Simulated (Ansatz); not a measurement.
CH4ISi (`C[SiH]I`) radical. Charge 0, multiplicity 2. I takes the def2 core potential. All single points use the PBE0-D4/def2-TZVP geometry.

```xyz
7

C    -0.161   -0.191    0.852
Si    0.258   -0.399   -0.960
I     1.631    1.468   -1.740
H    -0.773   -1.033    1.185
H    -0.725    0.733    1.005
H     0.744   -0.152    1.459
H    -0.973   -0.425   -1.801
```

Q: What is the dipole moment at ωB97M-V/def2-TZVPP? (Best estimate.)

A: Ansatz gave: 1.88 D, with components (-0.93, -0.93, 1.34) D in this frame, pointing from negative to positive charge.

Q: And with PBE, r2SCAN, B3LYP? (An estimate is asked.)

A: The calculation gave: PBE 1.72 D, r2SCAN 1.83 D, B3LYP 1.78 D.

Q: Give the Mulliken charges with ωB97M-V, PBE, B3LYP in def2-TZVPP. (An estimate is asked.)

A: Ansatz gave: 
```json
{"atom": "C1", "ωB97M-V": "-0.41", "PBE": "-0.35", "B3LYP": "-0.36"}
{"atom": "Si2", "ωB97M-V": "0.17", "PBE": "0.17", "B3LYP": "0.23"}
{"atom": "I3", "ωB97M-V": "-0.14", "PBE": "-0.14", "B3LYP": "-0.16"}
{"atom": "H4", "ωB97M-V": "0.13", "PBE": "0.12", "B3LYP": "0.11"}
{"atom": "H5", "ωB97M-V": "0.14", "PBE": "0.12", "B3LYP": "0.12"}
{"atom": "H6", "ωB97M-V": "0.13", "PBE": "0.12", "B3LYP": "0.12"}
{"atom": "H7", "ωB97M-V": "-0.01", "PBE": "-0.04", "B3LYP": "-0.05"}
```

B3LYP here is the variant with VWN-RPA as its local correlation; programs differ in this.
